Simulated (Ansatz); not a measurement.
Born–Oppenheimer molecular dynamics of Al2BrClFH (6 atoms, charge 0, multiplicity 1). It starts at the highest image of a converged band. Of that band: A structure lower than the first end lies on the path between it and the top, so the climb from that side starts below the end, which may itself be a saddle point or a shallow side well. A vibrational analysis at the climbing image gives one clearly imaginary mode, 247i cm⁻¹: a first-order saddle point.

The calculation used RKS PBE/def2-SVP (Ansatz).

* ensemble: NVE (velocity Verlet)
* time step: 0.5 fs
* steps asked: 200
* starting velocities drawn for: 100 K
* seed: 2716

First frame:

```xyz
6
Properties=species:S:1:pos:R:3
F -0.388 -1.031 2.216
Al 0.487 -0.597 0.850
Br 1.972 -2.043 -0.061
Al -0.202 1.242 -0.498
Cl -0.900 2.694 -1.847
H -0.926 -0.328 -0.707
```

Question: How far do the bonds stretch over the last three quarters of this one trajectory? (Pairs bonded in most of those frames.)

Answer: 
```tsv
bond	mean (Å)	spread (Å)	shortest	longest
F1–Al2	1.680	0.010	1.66	1.70
Al2–Br3	2.264	0.010	2.25	2.28
Al2–Al4	2.375	0.020	2.35	2.42
Al4–Cl5	2.102	0.008	2.09	2.12
Al4–H6	1.809	0.084	1.73	2.02
```

Mean temperature of the second half: 143 K. The conserved energy stayed within 0.0028 meV per atom of its start (net change 0.00017 meV per atom), so the integration is sound. The system heated up, since it started high on the potential surface and ran downhill. A run of 0.1 ps of so small a system gives no equilibrium averages. The orbitals stay closed-shell, which can raise the energy where a bond breaks towards radicals; this wasn't checked here.

The run took 5.9 min on 2 threads of Arm Neoverse V1, on a shared host, peak memory 0.14 GiB.
